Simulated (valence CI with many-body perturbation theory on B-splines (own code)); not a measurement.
Ho²⁶⁺: key properties

Computed by configuration interaction combined with many-body perturbation theory (CI+MBPT): five valence electrons over a frozen Dirac-Fock core [Kr], a basis of 7 s, 7 p, 8 d, 6 f, 4 g, 1 h functions for each j, with the one-electron correlation potential Σ1, the two-electron term Σ2, the three-electron term Σ3, Breit, model QED; selected CI, second order for the rest, scaled by the run's own slope (own B-spline code, finite nucleus).

No measured spectrum was set against this ion. As an estimate, large intervals hold to a few tenths of a per cent, small ones and those within an open d or f shell to about a per cent. The list stops below the first excitations out of the core.

Levels are named by their leading jj configuration (3d3/2^4 stands for four electrons in 3d with j = 3/2), which in mixed levels can hold well under half, so a name can repeat and another be missing.

Rates and lifetimes use the calculated energies. Strong lines usually hold to 10 to 20 %, long lifetimes can be off by a factor of two.

**Question.** What is the ground level?

**Answer.** (4d3/2^4 4d5/2) J=5/2, composition 33 % 4d⁵ ⁶S + 30 % 4d⁵ ⁴P + 15 % 4d⁵ ²D, g = 1.547.

**Question.** What is the ionisation energy?

**Answer.** 930.43 eV; NIST lists 929 ± 4 eV (theoretical).

**Question.** How well does LS coupling describe the low levels?

**Answer.** Among the lowest 20 levels the leading LS term, summed over configurations, holds 49 % on average. For single configurations the figures are 49 % in LS and 87 % in jj coupling. Terms mix most in the J = 5/2 level at 0.000 eV, where the leading one holds 33 %.
